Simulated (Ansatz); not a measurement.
Coupled-cluster run, C$_{2}$H$_{5}$B$_{2}$ClO.

```yaml
crystal:
  periodic: [false, false, false]
  atoms:
    - {symbol: O, position_ang: [0.749706, -1.466374, 0.901616]}
    - {symbol: C, position_ang: [0.571492, -0.388376, 0.088715]}
    - {symbol: Cl, position_ang: [-0.571691, 1.239448, -1.792671]}
    - {symbol: B, position_ang: [-0.120848, -0.479502, -1.213061]}
    - {symbol: B, position_ang: [-0.857992, 0.649545, 0.059383]}
    - {symbol: C, position_ang: [0.523080, 0.918056, 0.775039]}
    - {symbol: H, position_ang: [0.557506, -2.269774, 0.406601]}
    - {symbol: H, position_ang: [-0.501330, -1.400122, -1.855754]}
    - {symbol: H, position_ang: [-1.987148, 0.588621, 0.409355]}
    - {symbol: H, position_ang: [1.142735, 1.718857, 0.384082]}
    - {symbol: H, position_ang: [0.559991, 0.832519, 1.857294]}
basis:
  gaussian: {orbitals: def2-SVP}
correlation: {method: ccsd_t}
```

```sh
$ ansatz run in.yaml --threads 4 --pin off --events-out ev --progress --plain --max-ram 10444MiB
```

Log, shortened:

```
Functional definition: HF
1125 factors; integrals over basis functions are off by at most 1.3e-3 eV
mean field evaluation 1: about -18011.8186 eV, gradient 3.4e1 eV
mean field evaluation 2: about -18011.9590 eV, gradient 3.4e1 eV
mean field evaluation 4: about -18015.1626 eV, gradient 4.2e0 eV
mean field evaluation 8: about -18015.2236 eV, gradient 2.5e-1 eV
mean field -18015.22401765 eV, -662.0472714913 hartree, gradient 1.4e-6 eV, S^2 0.000000; 0 other end points of the search recorded, 0 dependent functions left out
10 core orbitals not correlated: weight in the atoms' cores, before any rotation towards them, 1.000 or more for the frozen orbitals, at most 0.000 for the correlated occupied ones
reference -18015.22401765 eV, -662.0472714913 hartree; 16, 16 occupied and 87, 87 virtual orbitals, 1125 factors
second order -21.13723708 eV of doubles, -0.00000000 eV of singles
cycle   1  -21.73837491 eV  change   -6.0e-1 eV  update   1.0e-1
cycle   2  -22.26122110 eV  change   -5.2e-1 eV  update   3.0e-2
cycle   3  -22.38165968 eV  change   -1.2e-1 eV  update   1.5e-2
cycle   4  -22.37840631 eV  change    3.3e-3 eV  update   3.8e-3
cycle   5  -22.37705305 eV  change    1.4e-3 eV  update   1.9e-3
cycle   6  -22.37762257 eV  change   -5.7e-4 eV  update   6.4e-4
cycle   7  -22.37733009 eV  change    2.9e-4 eV  update   2.7e-4
cycle   8  -22.37726668 eV  change    6.3e-5 eV  update   9.1e-5
cycle   9  -22.37730086 eV  change   -3.4e-5 eV  update   3.0e-5
perturbative correction -0.77373525 eV, -0.0284342459 hartree
Total energy: -18038.37505376 eV, -662.8980563760 hartree
```

It took 3 s on 4 threads of an Intel Xeon 6975P-C on a shared host, with 0.6 GiB of host memory at the peak.

MP2 recovers 91.3 % of the CCSD(T) correlation energy and the triples give 3.3 %; T1 = 0.0115.
